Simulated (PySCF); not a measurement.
Computed shifts of a molecule C4H10OSi, PBE0/pcSseg-1 in PySCF, GIAO, gas phase, atoms alike by connectivity averaged where their shifts nearly agree, in ppm (number of nuclei): ¹³C: 146.1 (1), 123.7 (1), 69.1 (1), 39.5 (1). ²⁹Si: -58.8 (1). ¹H: 6.23 (1), 5.59 (2), 4.15 (3), 4.11 (1), 4.00 (1), 2.21 (1), 0.92 (1). References: ¹³C against TMS (σ = 186.3 ppm); ²⁹Si against TMS (σ = 352.7 ppm); ¹⁷O against H2O (σ = 334.2 ppm); ¹H against TMS (σ = 31.56 ppm), references at their B3LYP-D3(BJ)/def2-TZVP geometries, non-relativistic. Geometry: PBE0-D3(BJ)/def2-SVP. One conformer was computed; it need not be the lowest.

Task: Which structure fits?
A. C=C(C)CO[SiH3]
B. C/C=C/OC[SiH3]
C. O[C@@H]1CC[SiH2]C1
D. C=C[C@H]([SiH3])CO

Result: D, C=C[C@H]([SiH3])CO
